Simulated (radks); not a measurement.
Polarisability of neutral krypton, [Kr], at imaginary frequency. All-electron calculation, non-relativistic Kohn-Sham, LDA (Slater exchange, VWN5 correlation), spin-polarised, spherical densities, point nucleus. Program: a radial shooting solver on a logarithmic mesh with Libxc functionals. Response by self-consistent Sternheimer equations with the Hartree and adiabatic LDA kernel.

w (hartree),alpha1(iw) (bohr^3),alpha2(iw) (bohr^5)
0.00266,18.03,112.3
0.0143,18.02,112.2
0.0360,17.94,111.8
0.0697,17.70,110.6
0.118,17.12,107.5
0.186,15.98,101.5
0.280,14.10,91.18
0.413,11.50,76.36
0.605,8.504,58.39
0.892,5.605,39.90
1.35,3.248,23.73
2.12,1.643,11.85
3.59,0.7248,4.742
6.94,0.2691,1.396
17.5,0.06470,0.2393

Static values: alpha1 = 18.03 bohr^3 (2.672 angstrom^3; uncoupled 27.76), alpha2 = 112.3 bohr^5, alpha3 = 1525 bohr^7. C6 = 140.7, C8 = 4607, triple-dipole C9 = 1825 atomic units. One-pole (London) frequency 4 C6 / (3 alpha1^2) = 0.577 hartree, against 0.346 for minus the highest occupied eigenvalue. The dipole shielding factor is 1.000, as the force sum rule N/Z = 1.000 demands. Recommended static value: 16.78 bohr^3 (Schwerdtfeger and Nagle, 2023 table).
